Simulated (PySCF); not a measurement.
C$_{5}$H$_{4}$N, doublet, at a GFN2-xTB geometry; PySCF with B3LYP/3-21G.

The PySCF input:
```python
from pyscf import gto, scf, dft

mol = gto.M(
    atom='''
C     0.670230   -1.213013    0.016606
C    -0.698138   -1.210426    0.010904
C    -1.351389    0.020939   -0.005841
C    -0.549915    1.151183   -0.015403
N     0.765437    1.108040   -0.009458
C     1.402177   -0.055568    0.006446
H    -1.265642   -2.130391    0.019039
H    -2.429348    0.090836   -0.011106
H    -0.981882    2.143756   -0.028509
H     2.481024   -0.019167    0.010503
''',
    basis='3-21g',
    charge=0,
    spin=1,
    verbose=4,
)

mf = dft.UKS(mol)
mf.xc = 'b3lyp'
mf.kernel()
```

Problem. Write the output that PySCF gives for this input, abridged.

Solution. 
```
PySCF version 2.14.0

[INPUT] verbose = 4
[INPUT] num. atoms = 10
[INPUT] num. electrons = 41
[INPUT] charge = 0
[INPUT] spin (= nelec alpha-beta = 2S) = 1
[INPUT] symmetry False subgroup None
[INPUT] Mole.unit = angstrom
[INPUT] Symbol           X                Y                Z      unit          X                Y                Z       unit  Magmom
[INPUT]  1 C      0.670230000000  -1.213013000000   0.016606000000 AA    1.266551140467  -2.292262355537   0.031380792025 Bohr   0.0
[INPUT]  2 C     -0.698138000000  -1.210426000000   0.010904000000 AA   -1.319289617152  -2.287373634053   0.020605573662 Bohr   0.0
[INPUT]  3 C     -1.351389000000   0.020939000000  -0.005841000000 AA   -2.553755097750   0.039568975322  -0.011037890294 Bohr   0.0
[INPUT]  4 C     -0.549915000000   1.151183000000  -0.015403000000 AA   -1.039188741790   2.175420589255  -0.029107451497 Bohr   0.0
[INPUT]  5 N      0.765437000000   1.108040000000  -0.009458000000 AA    1.446466295609   2.093892135063  -0.017873029686 Bohr   0.0
[INPUT]  6 C      1.402177000000  -0.055568000000   0.006446000000 AA    2.649730508164  -0.105008301290   0.012181174599 Bohr   0.0
[INPUT]  7 H     -1.265642000000  -2.130391000000   0.019039000000 AA   -2.391716751747  -4.025855528238   0.035978495686 Bohr   0.0
[INPUT]  8 H     -2.429348000000   0.090836000000  -0.011106000000 AA   -4.590802381260   0.171655162251  -0.020987298339 Bohr   0.0
[INPUT]  9 H     -0.981882000000   2.143756000000  -0.028509000000 AA   -1.855488066640   4.051111717893  -0.053874202085 Bohr   0.0
[INPUT] 10 H      2.481024000000  -0.019167000000   0.010503000000 AA    4.688455868473  -0.036220380630   0.019847793486 Bohr   0.0

nuclear repulsion = 198.677362173358
number of shells = 38
number of NR pGTOs = 102
number of NR cGTOs = 62
basis = 3-21g
ecp = {}

******** <class 'pyscf.dft.uks.UKS'> ********
method = UKS
initial guess = minao
damping factor = 0
level_shift factor = 0
DIIS = <class 'pyscf.scf.diis.CDIIS'>
diis_start_cycle = 1
diis_space = 8
diis_damp = 0
SCF conv_tol = 1e-09
SCF conv_tol_grad = None
SCF max_cycles = 50
direct_scf = True
direct_scf_tol = 1e-13
number electrons alpha = 21  beta = 20
XC library pyscf.dft.libxc version 7.1.2
    S. Lehtola, C. Steigemann, M. J. T. Oliveira, and M. A. L. Marques,  SoftwareX 7, 1–5 (2018)
XC functionals = b3lyp
    P. J. Stephens, F. J. Devlin, C. F. Chabalowski, and M. J. Frisch,  J. Phys. Chem. 98, 11623 (1994)
radial grids:
    Treutler-Ahlrichs [JCP 102, 346 (1995); DOI:10.1063/1.469408] (M4) radial grids

becke partition: Becke, JCP 88, 2547 (1988); DOI:10.1063/1.454033
pruning grids: <function nwchem_prune>
grids dens level: 3
symmetrized grids: False
atomic radii adjust function: <function treutler_atomic_radii_adjust>
small_rho_cutoff = 0
Set gradient conv threshold to 3.16228e-05
tot grids = 123728
init E= -247.216472052644

cycle= 1 E= -246.205692594514  delta_E= 1.01  |g|= 0.151  |ddm|= 2.62
cycle= 2 E= -246.21112845536  delta_E= -0.00544  |g|= 0.155  |ddm|= 0.484
cycle= 3 E= -246.221159404093  delta_E= -0.01  |g|= 0.0559  |ddm|= 0.208
cycle= 4 E= -246.222251754005  delta_E= -0.00109  |g|= 0.0261  |ddm|= 0.0857
cycle= 5 E= -246.222652092453  delta_E= -0.0004  |g|= 0.0118  |ddm|= 0.0528
cycle= 6 E= -246.222752129465  delta_E= -0.0001  |g|= 0.00294  |ddm|= 0.0179
cycle= 7 E= -246.222770641572  delta_E= -1.85e-05  |g|= 0.00109  |ddm|= 0.0115
cycle= 8 E= -246.222774474929  delta_E= -3.83e-06  |g|= 0.000883  |ddm|= 0.00487
cycle= 9 E= -246.222775772934  delta_E= -1.3e-06  |g|= 0.000343  |ddm|= 0.00244
cycle= 10 E= -246.222776133799  delta_E= -3.61e-07  |g|= 0.000276  |ddm|= 0.00165
cycle= 11 E= -246.222776204561  delta_E= -7.08e-08  |g|= 0.000108  |ddm|= 0.00054
cycle= 12 E= -246.222776223174  delta_E= -1.86e-08  |g|= 2.42e-05  |ddm|= 0.000428
cycle= 13 E= -246.222776223539  delta_E= -3.65e-10  |g|= 1.44e-05  |ddm|= 5.34e-05
Extra cycle  E= -246.222776223492  delta_E= 4.71e-11  |g|= 1.98e-05  |ddm|= 3.58e-05
converged SCF energy = -246.222776223492  <S^2> = 0.75730855  2S+1 = 2.0072952
```
